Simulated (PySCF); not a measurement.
W(O)2(F)(OMe) (CH₃FO₃W), SMILES C[O][W](=[O])(=[O])[F], multiplicity 1.

Geometry optimised at B3LYP-D3(BJ)/def2-SVP. The multiplicity is an assumed one; no other spin state was optimised. The structure was generated by enumeration; whether it is a known compound was not checked. The def2 effective core potentials stand for the cores of W; spin–orbit coupling is left out. Other conformers were not sampled.

The numbers are results of PBE/def2-TZVP in PySCF, not measurements.

Symmetry labels are those of the subgroup Cs that the program uses (full group Cs).

Computed valence orbital energies around the gap with their symmetry:
```csv
orbital,symmetry,energy (eV)
HOMO−7,A',-10.11
HOMO−6,A",-10.07
HOMO−5,A",-9.14
HOMO−4,A',-9.05
HOMO−3,A',-8.60
HOMO−2,A',-8.26
HOMO−1,A",-7.85
HOMO,A",-7.45
LUMO,A',-2.71
LUMO+1,A",-2.27
LUMO+2,A',-1.62
LUMO+3,A',-1.23
```
